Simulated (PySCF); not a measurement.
# Exact simulation of a proton spin system

Molecule: SMILES C=COC(F)(F)F, C₃H₃F₃O.

Bonds (- single, = double, # triple, : aromatic): C1=C2 1.316 Å, C2-O3 1.395 Å, O3-C4 1.321 Å, C4-F5 1.328 Å, C4-F6 1.344 Å, C4-F7 1.344 Å. C1 carries H8, H9; C2 carries H10. H8 is cis to O3; H9 is trans to O3.

All values are calculated (PySCF 2.14): coordinates at the GFN2-xTB level, B3LYP/pcJ-1 coupling constants (spin–dipole term only in couplings to heteroatoms), shielding tensors at PBE0/pcSseg-1 (GIAO). Fast rotation and ring inversion assumed for equivalent nuclei, relativity neglected, no solvent, one conformer.

δ = σ(ref) − σ, references computed at the same level: ¹H against TMS.

Shifts (ppm): F5/F6/F7 -73.7, H8 5.30, H9 5.04, H10 6.42.
Couplings (Hz): F5–F6, F5–F7, F6–F7: 13.5; F5–H8, F6–H8, F7–H8: 4.6; F5–H9, F6–H9, F7–H9: 2.4; F5–H10, F6–H10, F7–H10: 1.2; H8–H9: -6.0; H8–H10: 16.5; H9–H10: 9.0.

The 6-spin Hamiltonian (Zeeman plus full scalar coupling among like nuclei) was diagonalised exactly; lines are Lorentzian, 0.5 Hz wide, and the maxima above 3 % are listed with the tallest set to 100.

(1) Give the ¹H peak list of this spin system at 200 MHz.

(2) And at 400 MHz?

(3) Among coupled protons with different shifts, which pair is furthest from first order, and how does the field change that?

## Answers

(1) 
```
    Hz    ppm  height
1298.9  6.495      28
1297.7  6.489      77
1296.5  6.482      77
1295.4  6.477      28
1289.9  6.449      30
1288.7  6.444      82
1287.5  6.437      82
1286.2  6.431      31
1282.5  6.412      33
1281.3  6.407      89
1280.1  6.401      89
1278.9  6.395      33
1273.5  6.367      35
1272.2  6.361      95
1271.1  6.355      95
1269.9  6.349      35
1078.0  5.390      27
1073.4  5.367      80
1072.0  5.360      35
1068.8  5.344      82
1067.4  5.337      99
1064.2  5.321      30
1062.8  5.314      98
1061.5  5.308      26
1058.2  5.291      35
1057.0  5.285      68
1055.5  5.278      32
1052.4  5.262      68
1051.0  5.255      88
1047.8  5.239      25
1046.4  5.232      86
1041.8  5.209      29
1018.9  5.094      32
1016.5  5.082      94
1014.1  5.070      96
1012.9  5.065      32
1011.7  5.058      38
1010.5  5.053      82
1009.9  5.049      44
1008.1  5.040      89
1007.5  5.037     100
1005.7  5.028      41
1005.0  5.025      95
1003.9  5.019      30
1002.6  5.013      36
1001.5  5.007      72
 999.1  4.995      70
 996.6  4.983      24
```

(2) 
| Hz | ppm | height |
| --- | --- | --- |
| 2582.8 | 6.457 | 30 |
| 2581.6 | 6.454 | 83 |
| 2580.4 | 6.451 | 83 |
| 2579.2 | 6.448 | 31 |
| 2573.7 | 6.434 | 32 |
| 2572.5 | 6.431 | 86 |
| 2571.3 | 6.428 | 86 |
| 2570.2 | 6.425 | 32 |
| 2566.2 | 6.416 | 33 |
| 2565.1 | 6.413 | 90 |
| 2563.9 | 6.410 | 90 |
| 2562.7 | 6.407 | 33 |
| 2557.2 | 6.393 | 34 |
| 2556.1 | 6.390 | 92 |
| 2554.9 | 6.387 | 92 |
| 2553.7 | 6.384 | 34 |
| 2138.1 | 5.345 | 27 |
| 2133.5 | 5.334 | 82 |
| 2132.1 | 5.330 | 33 |
| 2128.9 | 5.322 | 84 |
| 2127.5 | 5.319 | 93 |
| 2124.3 | 5.311 | 31 |
| 2122.9 | 5.307 | 92 |
| 2121.6 | 5.304 | 29 |
| 2118.3 | 5.296 | 34 |
| 2117.0 | 5.293 | 77 |
| 2115.6 | 5.289 | 32 |
| 2112.4 | 5.281 | 78 |
| 2111.0 | 5.277 | 88 |
| 2107.8 | 5.270 | 28 |
| 2106.4 | 5.266 | 86 |
| 2101.8 | 5.255 | 29 |
| 2027.0 | 5.067 | 31 |
| 2024.6 | 5.062 | 90 |
| 2022.2 | 5.056 | 92 |
| 2021.0 | 5.053 | 34 |
| 2019.8 | 5.050 | 37 |
| 2018.6 | 5.046 | 87 |
| 2018.1 | 5.045 | 45 |
| 2016.2 | 5.040 | 94 |
| 2015.6 | 5.039 | 100 |
| 2013.8 | 5.034 | 43 |
| 2013.2 | 5.033 | 94 |
| 2012.0 | 5.030 | 33 |
| 2010.8 | 5.027 | 35 |
| 2009.6 | 5.024 | 79 |
| 2007.2 | 5.018 | 78 |
| 2004.8 | 5.012 | 27 |

(3) H8 and H9: Δν/J is about 8.7 at 200 MHz (intermediate, with clear roofing) and 17.3 at 400 MHz (close to first order). J in Hz doesn't depend on the field, while Δν in Hz grows in proportion to it.

Unscaled 3J(H,H) at this level run about 10 % above measured values.
